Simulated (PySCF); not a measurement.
# Computed properties of Al(Cl)(F)(SMe) (CH3AlClFS), SMILES C[S][Al]([F])[Cl]

Al(Cl)(F)(SMe) (CH₃AlClFS), SMILES C[S][Al]([F])[Cl]. The structure is a stationary point at PBE0-D3(BJ)/def2-SVP. The structure was generated by enumeration; whether it is a known compound was not checked. Other conformers were not sampled. All values are computed for the isolated molecule unless a solvent is named; none is compared with measurement here.

**Structure.** The optimised structure has Cs symmetry. All 18 harmonic modes at PBE0-D3(BJ)/def2-SVP (PySCF) are real, so it is a minimum. With heavy atoms numbered as in [Al:1]([Cl:2])([F:3])[S:4][CH3:5], the shortest bond between them is Al1–F3 at 1.661 Å and the longest Al1–S4 at 2.149 Å.

**Vibrations.** The strongest infrared lines (harmonic, unscaled, degenerate partners summed) lie at 629 cm⁻¹ (214 km/mol, Al 68 %, Cl 18 %, S 12 %), 885 cm⁻¹ (102 km/mol, F 51 %, Al 48 %), 223 cm⁻¹ (49 km/mol, Al 70 %, F 17 %). The softest mode is at 58 cm⁻¹ and the zero-point energy is 27.5 kcal/mol.

**Electronic structure.** M06-2X/def2-TZVP (PySCF) places the frontier levels at -8.78 and -0.40 eV, a gap of 8.38 eV, and gives a dipole moment of 1.90 D and a mean polarisability of 64.7 bohr³. PBE/def2-TZVP (PySCF) at the same geometry gives -6.41 and -1.81 eV, so its gap is 3.78 eV narrower. An orbital gap is neither the optical nor the fundamental gap.

**Excitations.** TDA-ωB97X/def2-SVPD (PySCF) has S1 at 5.71 eV (217 nm, f = 0.035, weak); the most intense of the 10 singlets computed lies at 7.51 eV (f = 0.39). T1 (TDA) is at 5.44 eV, 0.27 eV under S1. TDA-PBE/def2-SVPD (PySCF) puts S1 at 4.60 eV. No vertical singlet excitation falls in the visible range (under 3.1 eV).

**NMR.** GIAO shifts at HF/pcSseg-1 (PySCF) (non-relativistic, atoms alike by connectivity averaged): ¹³C at 10.8 ppm against TMS; ¹H at 2.5 ppm against TMS; ¹⁹F at -137.2 ppm against CFCl3. Without spin–orbit terms, shifts of atoms bonded to Cl or Br come out too high.
